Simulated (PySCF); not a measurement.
Geometry (Å), atoms numbered from 1 in this order:
```xyz
8

Al    1.228    0.706   -0.709
F     1.256    2.354   -0.713
F     2.400   -0.223   -1.405
Cl    0.836   -0.023    1.399
Al   -1.193   -0.728    0.688
F    -2.366    0.200    1.383
F    -1.222   -2.376    0.693
Cl   -0.801    0.003   -1.420
```

Geometry: PBE0-D3(BJ)/def2-SVP; GIAO absolute shieldings from PySCF 2.14, gas phase, non-relativistic, averaged over equivalent atoms.

At PBE/pcSseg-1 (pcSseg-2 on Al) (202 basis functions, 27 s wall time on 1 thread of an Arm Neoverse V1, shared host):
```tsv
atoms	σ (ppm)
Al1/Al5	491.4
F2/F3/F6/F7	326.3
Cl4/Cl8	864.8
```

Problem. Predict the values at PBE0/pcSseg-1 (pcSseg-2 on Al) on the same geometry.

Solution. 
```tsv
atoms	σ at PBE0/pcSseg-1 (pcSseg-2 on Al)	change
Al1/Al5	505.8	+14.4
F2/F3/F6/F7	344.3	+18.0
Cl4/Cl8	893.8	+29.0
```

The largest change is at Cl4/Cl8 (chlorine bonded to 2 Al). Cost: 202 basis functions, 31 s wall time on 1 thread of an Arm Neoverse V1, shared host.
